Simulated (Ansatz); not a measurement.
**Ligand exchange: GeH(NH2)3 + C2H8InN → Ge(NH2)4 + C2H7In**

Species: GeH(NH2)3, singlet; C2H8InN `C[CH2][InH][NH2]`, singlet; Ge(NH2)4, singlet; C2H7In `C[CH2][InH2]`, singlet. The partners trade H for NH2: Ge–H and In–NH2 bonds give way to Ge–NH2 and In–H.

Shapes, held fixed at every level: PBE0-D4/def2-TZVP. Flexible molecules stand in one conformer, not always the lowest. Programs: Ansatz 0.2.0. The zero-point and thermal change to 298 K, harmonic and unscaled (PBE0-D4/def2-TZVP), is -3.4 kJ/mol.

```csv
level,kind,ΔH(298 K) (kJ/mol),less CCSD(T)/def2-TZVPP
HF/def2-SVP,Hartree–Fock,-21.1,-14.8
PBE-D4/def2-TZVPP,GGA,+0.1,+6.4
wB97M-V/def2-TZVPP,range-separated hybrid,-7.4,-1.1
MP2/def2-SVP,perturbation theory,-5.5,+0.8
CCSD(T)/def2-SVP,coupled cluster or CI,-5.5,+0.8
CCSD/def2-SVP,coupled cluster or CI,-7.6,-1.3
CCSD/def2-TZVPP,coupled cluster or CI,-8.3,-2.0
CCSD(T)/def2-TZVPP,coupled cluster or CI,-6.3,0.0
```

The highest level, CCSD(T)/def2-TZVPP, gives ΔH(298 K) = -6.3 kJ/mol; the levels span -21.1 to +0.1. They disagree on the sign: 1 of 8 are positive. The column of differences is taken from that level and isn't an error. No measured value is set beside it here. For atoms past krypton def2 sets carry core potentials with scalar relativity. Relativity is left out for Ge. Outer-core shells of Ge, In are correlated, in sets that cover them unevenly.
